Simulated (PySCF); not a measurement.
Te(GeH3)(OSiH3) (GeH6OSiTe), SMILES [SiH3]O[Te][GeH3].

Coordinates come from a B3LYP-D3(BJ)/def2-SVP optimisation. This is a generated structure with no PubChem entry under its InChIKey; it may be hypothetical. The def2 effective core potentials stand for the cores of Te; spin–orbit coupling is left out. One conformer was computed; it need not be the lowest.

Calculation: B3LYP-D3(BJ)/def2-SVP (PySCF).

Frequencies are harmonic and unscaled.

Computed vibrational spectrum:
```
mode  ν (cm⁻¹)  IR (km/mol)  Raman (Å⁴/amu)  depolarisation    moving atoms (share of kinetic energy)
----  --------  -----------  --------------  --------------  ----------------------------------------
1           48          0.3             0.8            0.63  Si 37 %, H 25 %, Ge 19 %, Te 10 %, O 9 %
2           70          0.2             0.5            0.57                    H 72 %, O 10 %, Ge 9 %
3           84          0.3             0.8            0.67                            H 79 %, O 10 %
4          140          2.0             1.1            0.31                   O 43 %, H 35 %, Si 15 %
5          145          2.0             0.4            0.63          O 33 %, Si 28 %, H 25 %, Te 13 %
6          228          1.8            11.3            0.24                          Ge 59 %, Te 38 %
7          474         10.2            24.9            0.33          O 55 %, H 18 %, Te 14 %, Si 13 %
8          485         13.2            13.6            0.73                                    H 86 %
9          501          4.9            11.0            0.74                                    H 96 %
10         718         29.7            15.7            0.74                            H 84 %, Si 9 %
11         727         46.1            10.9            0.16                   H 78 %, O 12 %, Si 10 %
12         787        358.8            16.5            0.40                                    H 95 %
13         862         32.1            29.6            0.74                                    H 98 %
14         880         19.9            21.4            0.75                                    H 96 %
15         904        286.7             5.0            0.75                           O 68 %, Si 24 %
16         944         79.4            26.1            0.74                                    H 96 %
17         958        123.0            18.1            0.73                                    H 95 %
18         996        279.2            17.5            0.75                                    H 93 %
19        2121         81.5           317.0            0.05                                   H 100 %
20        2141         84.6           160.4            0.54                                    H 98 %
21        2143         82.7            97.6            0.74                                    H 98 %
22        2205        127.2            53.2            0.57                                    H 96 %
23        2211        104.2           142.2            0.15                                    H 98 %
24        2239        136.0           245.2            0.25                                    H 97 %
```
